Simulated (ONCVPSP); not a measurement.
# An all-electron radial function and its pseudo partner (As (Z = 33))

Columns: radius, all-electron u(r) and pseudo u(r) of the 3d shell (level -41.07 eV) of arsenic in the configuration [Ar] 3d10 4s1.75 4p3.25; PBE, scalar-relativistic, ONCV scheme, ONCVPSP 4.0.1.

| r (bohr) | all-electron | pseudo |
| --- | --- | --- |
| 0.110 | 0.2312 | 0.0954 |
| 0.220 | 0.7229 | 0.5393 |
| 0.330 | 1.0650 | 1.0568 |
| 0.440 | 1.1964 | 1.2714 |
| 0.550 | 1.1808 | 1.2207 |
| 0.660 | 1.0889 | 1.0956 |
| 0.770 | 0.9664 | 0.9664 |
| 0.880 | 0.8381 | 0.8379 |
| 0.990 | 0.7163 | 0.7161 |
| 1.100 | 0.6062 | 0.6061 |
| 1.210 | 0.5097 | 0.5096 |
| 1.320 | 0.4267 | 0.4266 |
| 1.430 | 0.3562 | 0.3561 |
| 1.540 | 0.2967 | 0.2966 |
| 1.650 | 0.2467 | 0.2466 |
| 1.760 | 0.2048 | 0.2048 |
| 1.870 | 0.1699 | 0.1698 |
| 1.980 | 0.1407 | 0.1407 |
| 2.090 | 0.1165 | 0.1165 |
| 2.200 | 0.0964 | 0.0964 |
| 2.310 | 0.0797 | 0.0797 |
| 2.420 | 0.0659 | 0.0658 |
| 2.530 | 0.0544 | 0.0544 |
| 2.640 | 0.0449 | 0.0449 |
| 2.750 | 0.0371 | 0.0371 |
| 2.860 | 0.0306 | 0.0306 |

(1) How many radial nodes do the two functions have?

(2) At about which radius was the pseudo-wave matched?

(3) Is the pseudo-wave norm-conserving?

Results:

(1) The all-electron 3d function has n − l − 1 = 0; the pseudo-wave has 0.

(2) 0.88 bohr, where the columns begin to agree (steps of 0.11 bohr).

(3) Yes: the ONCV scheme keeps the norm inside the radius equal to the all-electron one, which fixes the energy derivative of the logarithmic derivative at the level.
